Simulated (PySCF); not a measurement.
Atoms are numbered as in `[F:1][c:2]1[cH:3][cH:4][c:5](-[n:6]2[n:7][cH:8][n:9][c:10]2[F:11])[cH:12][cH:13]1`; H(Xn) means a hydrogen on atom n.

[PySCF 2.14: σ from GIAO-PBE0/pcSseg-1; GFN2-xTB structure; one computed conformer; relativity neglected; rapidly exchanging positions averaged; in vacuum]

References, each an isolated molecule treated in the same way: TMS for ¹³C (σ = 186.93 ppm).

Question: Do the ¹³C shifts follow the atomic charges (in e)? Tabulate both.

Answer: 
```json
{"atoms": "C2", "hybridisation": "sp2", "δ (ppm)": "171.3", "σ para (ppm)": "-241", "Hirshfeld": "+0.09", "IAO": "+0.30", "Mulliken": "+0.34", "ESP-fitted": "+0.38"}
{"atoms": "C10", "hybridisation": "sp2", "δ (ppm)": "165.6", "σ para (ppm)": "-228", "Hirshfeld": "+0.19", "IAO": "+0.46", "Mulliken": "+0.71", "ESP-fitted": "+0.59"}
{"atoms": "C8", "hybridisation": "sp2", "δ (ppm)": "151.4", "σ para (ppm)": "-222", "Hirshfeld": "+0.04", "IAO": "+0.06", "Mulliken": "+0.24", "ESP-fitted": "+0.42"}
{"atoms": "C5", "hybridisation": "sp2", "δ (ppm)": "136.3", "σ para (ppm)": "-202", "Hirshfeld": "+0.04", "IAO": "+0.07", "Mulliken": "+0.27", "ESP-fitted": "-0.07"}
{"atoms": "C4/C12", "hybridisation": "sp2", "δ (ppm)": "125.8", "σ para (ppm)": "-195", "Hirshfeld": "-0.05", "IAO": "-0.16", "Mulliken": "-0.07", "ESP-fitted": "-0.11"}
{"atoms": "C3/C13", "hybridisation": "sp2", "δ (ppm)": "122.5", "σ para (ppm)": "-192", "Hirshfeld": "-0.06", "IAO": "-0.18", "Mulliken": "-0.12", "ESP-fitted": "-0.29"}
```

Correlation coefficients of δ with charge over these carbons: Hirshfeld +0.89, IAO +0.92, Mulliken +0.84, ESP-fitted +0.92; with the paramagnetic shielding -0.99. With so few points these coefficients are fragile. Charge is one influence among several: hybridisation and low-lying excitations act through the paramagnetic term.

Shifts are as computed. Against solution values, carbons near 30 ppm lie about +3 ppm off and those near 130 ppm about +5 ppm. Of 1211 compounds with measured shifts, 218 miss one by over three times the rms of a fit or turn the order of signals round; such compounds aren't used in these exercises.
